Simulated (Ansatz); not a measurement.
Input for Ansatz (an electronic-structure program): U-r2SCAN/def2-TZVPPD on HIMg (SMILES [MgH][I]), a point of a bond scan (R = 1.682 Å). Elements past Kr take the def2 small-core potentials; no spin–orbit coupling. Files ending in .json are basis or fitting sets from the Basis Set Exchange.

Ansatz 0.2 input:
```yaml
crystal:
  periodic: [false, false, false]
  atoms:
    - {symbol: Mg, position_ang: [-0.00000000, -0.00000000, -2.02827611]}
    - {symbol: H, position_ang: [0.00000000, 0.00000000, -3.71070617]}
    - {symbol: I, position_ang: [0.00000000, 0.00000000, 0.52924565]}
basis:
  gaussian:
    orbitals: def2-TZVPPD.json
hamiltonian:
  xc: {name: r2SCAN}
magnetization: {spin_polarized: true, initial_magnetization: 0}
```

Program output:

```
WARN ansatz: RAYON_NUM_THREADS=1 ignored (pool sized by the plan → 1); use --threads N
Functional definition: r2SCAN
integrals: 0.04 GiB planned
781 factors; their error is unknown
mean field: 0.38 GiB planned
mean field evaluation 1: about -13564.6201 eV, gradient 1.1e1 eV
mean field evaluation 2: about -13564.6542 eV, gradient 1.3e1 eV
mean field evaluation 4: about -13565.6782 eV, gradient 6.8e-1 eV
mean field evaluation 8: about -13565.6609 eV, gradient 1.6e-2 eV
mean field -13565.66086077 eV, -498.5288414982 hartree, gradient 2.0e-5 eV, S^2 0.000000; 0 other end points of the search recorded, 0 dependent functions left out
reference -13565.66087973 eV, -498.5288421950 hartree; 19, 19 occupied and 92, 92 virtual orbitals, 781 factors
Total energy: -13565.66087973 eV, -498.5288421950 hartree
```

Self-consistency was reached.

Cost: about 4 core-seconds (a rough figure).
